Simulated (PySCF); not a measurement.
# Substituent effects on chemical shifts

Parent skeleton `[CH2:1]=[C:2]([SiH2:3][NH2:4])[C:5]([CH3:6])=[O:7]`; one hydrogen on atom 6 is replaced by X. Hydrogens on one atom are averaged.

PySCF 2.14.0 with density-fitted response routines calculation with structure optimised with GFN2-xTB and PBE0/pcSseg-1 with gauge-including orbitals; one computed conformer, in vacuum, fast rotation and ring inversion assumed for equivalent nuclei, no relativistic terms.

Shifts are taken against calculated references (same method and geometry level): $^{13}$C and $^{29}$Si and $^{1}$H against TMS; $^{15}$N vs NH3; $^{17}$O vs H2O.

Parent (X = H): C1 144.7, C2 158.3, Si3 -47.8, N4 5.3, C5 208.4, C6 27.1, O7 677.3, H(C1) 6.76, H(Si3) 5.04 ppm. Effects are Δδ = δ(X) − δ(H), positive for deshielding.

(1) Order these by the shift of Si3, most shielded first.
A. X = C2H5
B. X = ethynyl
C. X = cPr

(2) Order these by the shift of C1, most shielded first.
A. X = ethynyl
B. X = CH2CN
C. X = C2H5
D. X = isopropenyl

(3) Order these by the shift of O7, most shielded first.
A. X = isopropenyl
B. X = cPr
C. X = CH2CN
D. X = ethynyl
E. X = C2H5

## Answers

(1) C (+0.7 ppm), B (+3.2 ppm), A (+12.0 ppm).

(2) D (-10.7 ppm), B (-2.3 ppm), C (-0.4 ppm), A (+1.7 ppm).

(3) C (-42.5 ppm), A (-32.7 ppm), B (-23.7 ppm), E (-14.9 ppm), D (-11.4 ppm).

Unscaled 17O shifts of doubly bonded oxygen tend to come out too high, by tens of ppm or more. Experimental scales use liquid or dissolved standards, which lie at an offset from isolated NH3 (liquid NH3: subtract about 20 ppm) and H2O (liquid H2O: subtract about 36 ppm).
